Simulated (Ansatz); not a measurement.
Gas-phase electronic energies from Ansatz, PBE0-D4/def2-TZVP geometries. CBS: MP2 limit from def2 TZ/QZ plus the TZ coupled-cluster correction, frozen cores. DFT in def2-TZVPP. One conformer a species, not always the lowest.

Reaction (redistribution): `C[Si@H](O)[Si@H](O)F` + `O[SiH2]N[Si](O)(O)O` → `C[SiH](O)[Si](O)(O)O` + `O[SiH2]N[SiH](O)F`

| level | ΔE (kcal/mol) |
| --- | --- |
| ωB97X-V | 1.0 |
| HF/def2-TZVPP | 0.8 |
| SCS-MP2/def2-TZVPP | 0.5 |
| HF/CBS(def2) | 0.6 |

What does CCSD(T)/CBS give? (Estimate.)

Ansatz gave: +0.7 kcal/mol. The listed levels differ from it by 0.3, 0.1, -0.2, -0.1 kcal/mol.

Largest T1 diagnostic among the species: 0.012.
